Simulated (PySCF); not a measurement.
## Working out the excitation energy of Ga

Ga [Ar] 3d10 4s2 4p1 (2P) → Ga [Ar] 3d10 4s2 4d1 (2D). Calculation: PySCF 2.14, in aug-cc-pwCVDZ-PP with ECP10MDF (6s5p4d1f, 48 functions); a scalar-relativistic core potential. Frozen: 3s2 3p6 3d10. Energies in hartree (1 hartree = 27.21139 eV):

```json
{"part": "UHF", "Ga (lower)": "-258.291442", "Ga (upper)": "-258.108379"}
{"part": "CCSD correlation", "Ga (lower)": "-0.045090", "Ga (upper)": "-0.050705"}
{"part": "(T)", "Ga (lower)": "-0.000660", "Ga (upper)": "-0.002681"}
```

**Question.** What does Hartree-Fock give?

**Answer.** (-258.108379) − (-258.291442) = 0.183063 hartree = 4.981 eV.

**Question.** What do CCSD and CCSD(T) give?

**Answer.** The CCSD correlation energies differ by -0.005615 hartree = -0.153 eV and the triples by -0.002021 hartree = -0.055 eV, so CCSD gives 4.828 eV and CCSD(T) 4.773 eV.

Measured between the centres of the two terms (NIST): 4.245 eV, so CCSD(T) (valence) is off by 0.528 eV.

A double-zeta basis recovers only part of the correlation energy.

The coupled-cluster amplitudes are large, so a single reference is strained.

What remains against the reference includes basis incompleteness, the frozen core and higher excitations.
